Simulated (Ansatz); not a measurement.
**Energy profile**

The step: CH₆Ge ([CH3][GeH3]) + H₂S → CH₆GeS ([CH3][GeH2][SH]) + H₂; bonds formed: Ge1–S7, H2–H6; bonds broken: Ge1–H2, H6–S7 (atoms numbered as in the saddle structure below).

| atom | x (Å) | y (Å) | z (Å) |
| --- | --- | --- | --- |
| Ge1 | -0.5776 | -0.1966 | -0.1644 |
| H2 | 0.1917 | 1.1543 | 0.8356 |
| H3 | -0.6215 | -0.7496 | -1.6076 |
| H4 | -1.9570 | -0.0954 | 0.4913 |
| C5 | 0.6928 | -1.3638 | 0.7704 |
| H6 | -0.1238 | 1.7599 | 0.1260 |
| S7 | -0.8132 | 2.1915 | -1.3466 |
| H8 | 0.4343 | -2.4055 | 0.5606 |
| H9 | 0.6713 | -1.1843 | 1.8450 |
| H10 | 1.7029 | -1.1803 | 0.4005 |
| H11 | 0.4000 | 2.0698 | -1.9109 |

Electronic energies by CCSD(T) at an estimated basis limit (MP2 extrapolated from triple and quadruple zeta, plus CCSD(T) − MP2 in triple zeta), on PBE0-D4/def2-TZVP structures; CH₈GeS, closed shell; no counterpoise correction. Ansatz 0.2.0; basis: def2-TZVPP and def2-QZVPP; cores frozen in the correlated methods. Filled d shells of the heavier atoms are correlated. The def2 sets are not built for correlating such inner shells, so the correlated values are less sure here. Extrapolation: Hartree–Fock as exp(−7.88 √X), correlation as X^−2.97.

(1) Give the profile in kcal/mol, counted from the separated reactants. (To be estimated.)

The T1 diagnostic stays at or below 0.014.

Results:

(1) The calculation gives:
```
                                                                                                               point  kcal/mol
    separated: CH₆Ge (linked as [CH3][GeH3]; Ge1, H2, H3, H4, C5, H8, H9, H10; singlet) + H₂S (H6, S7, H11; singlet)      0.00
                                                                                                     start structure     -1.30
                                                                                                              saddle     54.05
                                                                                                       end structure     -7.81
separated: CH₆GeS (linked as [CH3][GeH2][SH]; Ge1, H3, H4, C5, S7, H8, H9, H10, H11; singlet) + H₂ (H2, H6; singlet)     -7.19
```

For scale, one of the runs: CCSD(T)/def2-TZVPP, 233 basis functions, launched by `ansatz run in.yaml --threads 4 --pin off --events-out ev --progress --plain --max-ram 9574MiB`. Time: 82 s of wall clock on 4 CPU threads of an Arm Neoverse V2; the host was shared. Peak host memory: 4 GiB.
